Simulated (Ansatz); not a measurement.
V(NH2)3 (VN3H6) was relaxed with PBE-D4 (def2-SVP) in Ansatz in these states: charge +1 doublet, neutral triplet. The geometries follow in no particular order.

A:

```tsv
atom	x (Å)	y (Å)	z (Å)
V1	0.2518	0.0161	-0.5673
N2	-0.8038	-1.4166	-0.4279
H3	-1.3520	-1.7025	0.3969
H4	-0.9408	-2.0867	-1.2049
N5	-0.7329	1.5115	-0.3794
H6	-1.7587	1.5848	-0.3176
H7	-0.3050	2.4326	-0.1901
N8	1.6056	-0.1148	0.6121
H9	1.8430	-0.9199	1.2095
H10	2.1929	0.6955	0.8687
```

B:

```xyz
10

V     0.308   -0.153    0.140
N     0.273    1.696    0.235
H    -0.465    2.338   -0.081
H     1.040    2.245    0.647
N    -0.773   -1.013    1.386
H    -0.971   -0.618    2.314
H    -1.447   -1.766    1.205
N     0.657   -0.828   -1.557
H     1.238   -0.331   -2.244
H     0.141   -1.570   -2.046
```

Q: Judge from the bond lengths which geometry belongs to which state (an estimate).

A: A is the charge +1 doublet (V1–N2 1.785 Å, V1–N5 1.800 Å, V1–N8 1.800 Å); B is the neutral triplet (V1–N2 1.852 Å, V1–N5 1.860 Å, V1–N8 1.860 Å).
